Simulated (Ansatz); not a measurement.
Consider the redistribution: `[NH2][Ga]([NH2])[Cl]` + `[OH][Cd][Br]` → `[NH2][Ga]([NH2])[Br]` + `[OH][Cd][Cl]`.

Calculated with Ansatz (gas phase, PBE0-D4/def2-TZVP geometries, no zero-point term in ΔE). CCSD(T)/CBS is the MP2 limit (def2-TZVPP, def2-QZVPP) plus CCSD(T) − MP2 in def2-TZVPP, frozen cores. DFT in def2-TZVPP. HSE06 is defined as in plane-wave codes. Elements past krypton have def2 core potentials. For Br, Cd, Ga outer-core shells are correlated without core-valence functions, which leaves a few kJ/mol of doubt a bond. Scalar relativity is left out up to krypton. One conformer a species, not always the lowest.

| level | ΔE (kJ/mol) |
| --- | --- |
| revPBE-D4 | 11.7 |
| r2SCANh-D4 | 13.4 |
| PBE | 12.2 |
| revPBE | 12.3 |
| HSE06 | 13.6 |
| SCS-MP2/def2-TZVPP | 12.4 |
| CCSD(T)/def2-TZVPP | 12.3 |
| CCSD/CBS(def2) | 13.8 |

**Question.** What does CCSD(T)/CBS give? (An estimate is asked.)

**Answer.** The calculation gave: +13.4 kJ/mol. The listed levels differ from it by -1.7, 0.0, -1.2, -1.1, 0.2, -1.0, -1.1, 0.4 kJ/mol.

Largest T1 diagnostic among the species: 0.015.

At CCSD(T), def2-SVP lies +6.1 kJ/mol from the extrapolated value and def2-TZVPP −1.1 kJ/mol. In def2-TZVPP, CCSD(T) changes the Hartree–Fock value by −5.3 kJ/mol (the triples alone add −0.4 kJ/mol) and MP2 by −5.5 kJ/mol.
